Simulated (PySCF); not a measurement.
Chain-length series, n-germane methyl/methyl (end groups after the name). Gas-phase values, no solvent. One relaxed conformer stands for each flexible species; it need not be the lowest. Strings in code marks are SMILES.

These are PBE0-D4/def2-TZVP // PBE0-D3(BJ)/def2-SVP (PySCF) values and carry that method's errors. Delta-SCF ions had no search for a lower state. Excitations are Tamm–Dancoff values on a coarser integration grid. The basis has no diffuse functions, so Rydberg states are missing or too high.

| species | vertical ionisation energy (Delta-SCF) (eV) | T1 excitation (TDA) (eV) | brightest of the four lowest singlets (TDA) (eV) |
|---|---|---|---|
| n = 1 (`[CH3][GeH2][CH3]`) | [?] | 7.89 | [?] |
| n = 2 (`[GeH2]([GeH2][CH3])[CH3]` (C–Ge–Ge–C torsion 179°)) | 9.47 | 6.10 | 7.75 |
| n = 3 (`[CH3][GeH2][GeH2][GeH2][CH3]` (C–Ge–Ge–Ge torsion 180°, Ge–Ge–Ge–C torsion 180°)) | 9.04 | 5.83 | 6.72 |
| n = 4 (`[GeH2]([GeH2][GeH2][CH3])[GeH2][CH3]`) | 8.67 | [?] | 6.29 |
| n = 5 (`[CH3][GeH2][GeH2][GeH2][GeH2][GeH2][CH3]`) | [?] | 4.98 | 5.90 |
| n = 6 (`[CH3][GeH2][GeH2][GeH2][GeH2][GeH2][GeH2][CH3]`) | 8.21 | 4.76 | 5.62 |

What belongs in the gaps?


- n = 1 (`[CH3][GeH2][CH3]`), vertical ionisation energy (Delta-SCF) (eV): 10.61
- n = 1 (`[CH3][GeH2][CH3]`), brightest of the four lowest singlets (TDA) (eV): 8.73
- n = 4 (`[GeH2]([GeH2][GeH2][CH3])[GeH2][CH3]`), T1 excitation (TDA) (eV): 5.33
- n = 5 (`[CH3][GeH2][GeH2][GeH2][GeH2][GeH2][CH3]`), vertical ionisation energy (Delta-SCF) (eV): 8.41
